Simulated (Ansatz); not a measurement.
Geometry optimisation, RKS BHLYP/6-31G* (Ansatz 0.2.0).

Input:

```yaml
crystal:
  periodic: [false, false, false]
  atoms:
    - { symbol: Si, position_ang: [0.0, 0.0, 0.0] }
    - { symbol: H, position_ang: [0.0, 0.0, 1.46] }
    - { symbol: Cl, position_ang: [2.0086, 0.0, -0.7093] }
    - { symbol: Cl, position_ang: [-1.0032, 1.7381, -0.7093] }
    - { symbol: "N", position_ang: [-0.8572, -1.4851, -0.6061] }
    - { symbol: H, position_ang: [-1.3922, -2.1014, 0.0704] }
    - { symbol: H, position_ang: [-0.8219, -1.7344, -1.6357] }
basis:
  gaussian: { orbitals: "6-31G*" }
hamiltonian:
  xc: { name: BHLYP }
relax:
  f_tol: 0.02
  max_steps: 40
```

Launched with:

```bash
$ ansatz run input.yaml --threads 2 --pin off --max-ram 3072MiB --backend cpu --events-out ev --progress --plain --runs-dir out
```

Where does it end, and by what steps?

It converged. After 13 steps the energy has fallen by 0.550 eV; H6 moved furthest, 0.36 Å.

| step | energy less start (eV) | largest force component (eV/Å) | accepted |
| --- | --- | --- | --- |
| 0 | 0.0000 | 2.462 | yes |
| 1 | -0.4747 | 1.066 | yes |
| 2 | -0.5361 | 0.282 | yes |
| 3 | -0.5425 | 0.105 | yes |
| 4 | -0.5440 | 0.044 | yes |
| 5 | -0.5450 | 0.108 | yes |
| 6 | -0.5441 | 0.513 | no |
| 7 | -0.5477 | 0.068 | yes |
| 8 | -0.5466 | 0.384 | no |
| 9 | -0.5492 | 0.027 | yes |
| 10 | -0.5498 | 0.033 | yes |
| 11 | -0.5474 | 0.283 | no |
| 12 | -0.5503 | 0.025 | yes |
| 13 | -0.5504 | 0.004 | yes |

```xyz
7
Properties=species:S:1:pos:R:3
Si -0.019 -0.062 -0.018
H 0.028 -0.022 1.442
Cl 1.870 0.018 -0.806
Cl -0.999 1.655 -0.613
N -0.732 -1.505 -0.540
H -1.570 -1.847 -0.105
H -0.643 -1.821 -1.489
```

Whether the end is a true minimum wasn't checked by a vibrational analysis.

Run time: 24 s on 2 threads of Arm Neoverse V2 (shared host), peak memory 0.16 GiB.
